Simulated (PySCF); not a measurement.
## Predicted spectroscopic data

PySCF 2.14.0 with density-fitted response routines calculation with B3LYP/pcJ-1 coupling constants (spin–dipole term left out of most H,H and C,H couplings), coordinates at the PBE0-D3(BJ)/def2-SVP level and NMR shieldings at PBE0/pcSseg-1/GIAO; relativity neglected, rapidly exchanging positions averaged, no solvent, a single conformation.

References, each an isolated molecule treated in the same way: $^{1}$H (σ = 31.27 ppm), $^{13}$C (σ = 184.41 ppm) vs TMS. Multiplet labels drop J under 1 Hz and among equivalent protons, and merge close values. Unscaled 3J(H,H) run several per cent high. Splittings of carbon signals by F and P are missing where no couplings were computed. Where no couplings were computed, multiplicities follow the n + 1 count of equivalent neighbours, and m marks all less simple cases (inequivalent or close neighbours, rings, F or P nearby). Couplings to H on boron are left out. Carbons bonded to boron are broad in practice. Shifts are as computed. Against solution values, carbons near 30 ppm lie about +2 ppm off and those near 130 ppm about +5 ppm. Of 1313 compounds with measured shifts, 239 miss one by over three times the rms of a fit or turn the order of signals round; such compounds aren't used in these exercises. OH and NH positions are gas-phase values without hydrogen bonding to other molecules.

**1.** `C#CP1(=S)CCOCC1`, C₆H₉OPS. $^{1}$H NMR (600 MHz, computed): δ 4.01 (m, 2H), 3.44 (m, 2H), 2.92 (m, 1H), 1.74 (m, 2H), 1.68 (m, 2H). $^{13}$C{$^{1}$H} NMR (computed): δ 99.7 (CH), 82.0 (C), 66.4 (CH2), 40.2 (CH2).

**2.** SMILES CO[BH2-][NH3+], CH₈BNO. $^{1}$H NMR (600 MHz, computed): δ 3.42 (s, 3H), 3.12 (br, 2H), 2.23 (br s, 3H). $^{13}$C{$^{1}$H} NMR (computed): δ 57.5.
